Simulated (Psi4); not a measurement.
HSn (SMILES [SnH]), doublet, geometry from GFN2-xTB (such geometries of metal compounds can be far from the true shape) (core potentials on Sn).

Psi4 was given this input:
```
memory 2 GB

molecule mol {
0 2
  Sn   -0.000000   -0.000000   -0.035442
  H     0.000000    0.000000    1.772092
}

set basis def2-svp
set reference uks

energy('wb97m-v')
print_variables()
```

### Question
What total energy does WB97M-V/def2-SVP in Psi4 1.11 give?

### Answer
-214.7916 Eh

### Question
Estimate the number of basis functions that WB97M-V/def2-SVP returns for this input.

### Answer
31

These values belong to the state on which the SCF converged, which isn't shown to be the lowest.
